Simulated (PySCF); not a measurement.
`NC(=O)C#CC1CCCC1`. Structure optimised with GFN2-xTB, isolated species.

```
atom  x, y, z in Å
N1     4.2970    0.1330   -0.2042
C2     3.3834    1.1374   -0.1440
O3     3.6550    2.2975   -0.3590
C4     2.0590    0.6770    0.1984
C5     0.9288    0.3852    0.4908
C6    -0.4253   -0.0004    0.8081
C7    -0.8375   -1.3284    0.1513
C8    -2.3574   -1.2290    0.1203
C9    -2.5976    0.2100   -0.3360
C10   -1.4665    1.0297    0.3066
H11    5.2507    0.3572   -0.4334
H12    4.0492   -0.8205   -0.0112
H13   -0.5026   -0.1023    1.8962
H14   -0.4727   -2.1933    0.7038
H15   -0.4448   -1.3730   -0.8660
H16   -2.7578   -1.3788    1.1246
H17   -2.8138   -1.9605   -0.5448
H18   -2.5276    0.2631   -1.4232
H19   -3.5817    0.5748   -0.0452
H20   -1.0139    1.7072   -0.4170
H21   -1.8326    1.6309    1.1381
```

**Question.** Where is the centre of mass (commonest isotopes), and what is the radius of gyration?

**Answer.** Mass 137.084 u; centre at (0.702, 0.335, 0.085) Å; Rg = √(Σ m r²/M) = 2.783 Å. As Ia + Ib + Ic = 2 Σ m r², the three principal moments sum to 2124.2 u·Å².

**Question.** Work out the bond lengths N1–H12, C2–C4, C4≡C5, C6–C10, C7–H15, C8–C9, C10–H21 in Å.

**Answer.** For N1–H12 the difference vector is (-0.2478, -0.9535, 0.1930) Å, of length 1.0039 Å. N1–H12 1.004; C2–C4 1.443; C4≡C5 1.203; C6–C10 1.548; C7–H15 1.091; C8–C9 1.529; C10–H21 1.089 Å.

**Question.** What is the repulsion energy of the bare nuclei, Σ ZA·ZB/RAB?

**Answer.** 481.58 Eh over 210 pairs, with full nuclear charges and distances in bohr; the largest single term is 20.98 Eh (C2 with O3).

**Question.** How far apart are these pairs, which share no bond: O3···C8, C6···H12, H11···H12, H13···H16, H13···H17, H17···H20?

**Answer.** O3···C8 6.987 Å (6 bonds apart); C6···H12 4.622 Å (5 bonds apart); H11···H12 1.735 Å (2 bonds apart); H13···H16 2.704 Å (4 bonds apart); H13···H17 3.841 Å (4 bonds apart); H17···H20 4.088 Å (4 bonds apart).

**Question.** Give the dihedral angles H11–N1–C2–C4, H12–N1–C2–O3, C6–C7–C8–H16, H18–C9–C10–C6, C6–C7–C8–C9, C7–C6–C10–H20.

**Answer.** H11–N1–C2–C4 180° (antiperiplanar); H12–N1–C2–O3 179° (antiperiplanar); C6–C7–C8–H16 -74° (synclinal); H18–C9–C10–C6 -104° (anticlinal); C6–C7–C8–C9 43° (synclinal); C7–C6–C10–H20 -108° (anticlinal). Dihedral signs follow IUPAC: positive where, seen along the central bond, the front bond turns clockwise onto the rear one.

Stationary, but not proved a minimum. One conformer, not necessarily the lowest.

The numbers are calculated, not measured.
